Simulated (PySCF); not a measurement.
Electron correlation in Ca (calcium, neutral)

[Ar] 4s2, closed-shell 1S. Computed with PySCF 2.14 in x2c-TZVPPall with one added diffuse shell each of s, p, d type (7s6p4d, 45 functions), with scalar relativity by spin-free X2C-1e. Frozen: [Ne]; 10 electrons correlated.

MP2 pair energies summed by pair of shells (mhartree):

| pair | energy | share (%) |
| --- | --- | --- |
| 3p-3p | -135.25 | 66.9 |
| 3p-4s | -23.93 | 11.8 |
| 4s-4s | -18.52 | 9.2 |
| 3s-3p | -16.84 | 8.3 |
| 3s-3s | -6.42 | 3.2 |
| 3s-4s | -1.26 | 0.6 |

Total MP2 correlation energy: -202.20 mhartree.

Same-spin part -55.68 and opposite-spin part -146.52 mhartree; SCS-MP2 scales them by 1/3 and 6/5 to -194.39 mhartree.

This basis was not built for core-valence correlation, so the inner-shell part is incomplete.
